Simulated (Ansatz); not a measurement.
CH6BNOSi, SMILES `B/N=C(/O)[SiH3]`. Total charge 0; spin multiplicity 1.

```xyz
11

B     1.811   -0.528   -1.198
N     0.763   -0.471   -0.331
C    -0.215   -0.342    0.425
O    -0.547   -1.265    1.360
Si   -1.390    1.153    0.397
H     1.657   -1.049   -2.267
H     2.868   -0.069   -0.868
H     0.094   -1.988    1.312
H    -2.765    0.676    0.105
H    -0.912    2.072   -0.660
H    -1.363    1.810    1.726
```

(1) List the harmonic frequencies (cm⁻¹, unscaled) at PBE0-D4/def2-TZVP in Ansatz. (Best estimate.)

(2) Is this a minimum?

(3) Give the ideal-gas thermochemistry at 298.15 K and 1 bar (rigid rotor, harmonic oscillator; point group Cs, symmetry number 1).

(4) And at 400, 500, 600, 800 and 1000 K?

Answers

(1) The calculation gave: 60, 103, 191, 238, 356, 442, 489, 574, 620, 674, 703, 903, 919, 937, 939, 969, 1038, 1166, 1288, 1366, 1933, 2241, 2250, 2271, 2559, 2634, 3762.

(2) Yes, all 27 modes are real.

(3) Zero-point energy 189.2 kJ/mol; H(298) − E = 210.5 kJ/mol; entropy 346.9 J/(mol·K), of which translation 164.5, rotation 111.7, vibration 70.6; G(298) − E = 107.1 kJ/mol. Modes under 100 cm⁻¹ are hindered rotations or soft bends, so the harmonic entropy is rough.

(4) 
| T (K) | H − E (kJ/mol) | S (J/mol/K) | G − E (kJ/mol) |
| --- | --- | --- | --- |
| 400 | 223.1 | 383.0 | 69.9 |
| 500 | 237.5 | 415.1 | 29.9 |
| 600 | 253.6 | 444.4 | -13.1 |
| 800 | 289.5 | 495.9 | -107.2 |
| 1000 | 329.2 | 540.1 | -210.9 |
